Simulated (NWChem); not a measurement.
Species: SiH3SeF; SMILES F[SiH2][SeH]

```xyz
6

Si     0.5403     1.1178    -0.0057
F     -0.7118     2.1364     0.0378
Se    -0.0958    -1.0739     0.0335
H      1.3495     1.2995     1.2213
H      1.3003     1.4122    -1.2427
H     -0.5504    -1.0765    -1.3769
```
Atoms are numbered in this order, from 1.

All runs use the structure optimised with B3LYP/6-31G* (spherical d).

Question: List the 6 lowest vertical singlet excitations from Hartree-Fock/def2-SVP, TDHF (NWChem).

Answer: 
| state | energy (eV) | oscillator strength | leading excitation (squared amplitude) |
|---|---|---|---|
| S1 | 6.15 | 0.001 | HOMO → LUMO (0.86) |
| S2 | 7.53 | 0.016 | HOMO → LUMO+2 (0.77) |
| S3 | 8.35 | 0.003 | HOMO → LUMO+1 (0.50) |
| S4 | 8.72 | 0.027 | HOMO−1 → LUMO (0.65) |
| S5 | 9.64 | 0.001 | HOMO−1 → LUMO+1 (0.79) |
| S6 | 9.70 | 0.045 | HOMO → LUMO+3 (0.63) |
